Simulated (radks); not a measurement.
Species: the palladium ion Pd3+. Configuration: [Kr] 4d6.5 5d0.5 (fractional occupations, a model configuration). Method: Dirac Kohn-Sham, exchange-only PBE, spin-unpolarised, spherical densities, finite nucleus; open shells are shared between the two j in proportion to 2j + 1; Fermi nuclear charge, rms radius 4.5318 fm; computed with a radial shooting solver on a logarithmic mesh with Libxc functionals.

Spin-orbit splittings of the eigenvalues, e(l+1/2) - e(l-1/2), with zeta = 2 splitting/(2l+1) and mean radii in bohr:

| shell | occ. | splitting (eV) | zeta (eV) | <r> j=l-1/2 | <r> j=l+1/2 |
|---|---|---|---|---|---|
| 2p | 6 | 159.4 | 106.3 | 0.1171 | 0.1221 |
| 3p | 6 | 27.80 | 18.53 | 0.3712 | 0.3820 |
| 3d | 10 | 5.545 | 2.218 | 0.3555 | 0.3590 |
| 4p | 6 | 4.646 | 3.098 | 1.0000 | 1.028 |
| 4d | 6.5 | 0.5940 | 0.2376 | 1.281 | 1.294 |
| 5d | 0.5 | 0.07398 | 0.02959 | 3.820 | 3.841 |
